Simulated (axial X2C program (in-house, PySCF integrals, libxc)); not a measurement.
Bond lengths and stretching modes, held linear, of CSeO

Calculated with an in-house all-electron X2C program for linear molecules (integrals from PySCF): two-component X2C with atomic mean-field Coulomb and Gaunt terms, Gaussian nuclei, basis C dyall-v3z, Se dyall-v3z, O dyall-av3z with contracted cores. Spin-free rows use the one-electron spin-free X2C Hamiltonian.

Masses C 12.000, Se 79.917, O 15.995 u. States: 2c Ω = 0 (all partner blocks equally filled); spin-free M_S = 0, Λ = 0 (closed shell).

MP2, 2c: energies above the lowest point

```csv
r(C–Se) (Å),r(Se–O) (Å),E (meV)
1.6351,1.5990,191.99
1.6351,1.6400,208.90
1.6351,1.6810,320.55
1.6770,1.5990,62.48
1.6770,1.6400,79.64
1.6770,1.6810,194.41
1.6770,1.7220,388.39
1.7189,1.5990,0.00
1.7189,1.6400,15.67
1.7189,1.6810,132.05
1.7609,1.6400,7.92
1.7609,1.7220,324.72
```

Problem. Fit a quadratic surface with cubic terms in each bond: where is the minimum, and what are the two stretching wavenumbers?

Solution. At MP2, 2c: bonds 1.747 and 1.612 Å; harmonic stretches 821.1 and 1163.2 cm⁻¹; force constants 4.3, 10.5 and coupling 0.14 mdyn/Å.

The other levels and Hamiltonians give:

```
Hamiltonian  level  r(C–Se) (Å)  r(Se–O) (Å)  lower stretch (cm⁻¹)  upper stretch (cm⁻¹)
         2c   PBE0        1.675        1.637                 862.0                1038.0
         2c     HF        1.638        1.626                 751.2                1118.1
         2c    PBE        1.701        1.667                 812.1                 974.9
  spin-free   PBE0        1.675        1.637                 862.3                1038.8
  spin-free     HF        1.637        1.626                 750.1                1120.3
  spin-free    PBE        1.701        1.667                 812.6                 975.6
```

Each state is one determinant, the lowest of a limited PBE0 search; the stretches come from a fit to these few points and carry an uncertainty of a few per cent. Other orders of the atoms were not compared. Left out for rough or failed fits: MP2 spin-free. MP2 freezes inner shells (threshold -2 hartree). The molecule was held linear; bending was not examined, so a bent shape may lie lower.
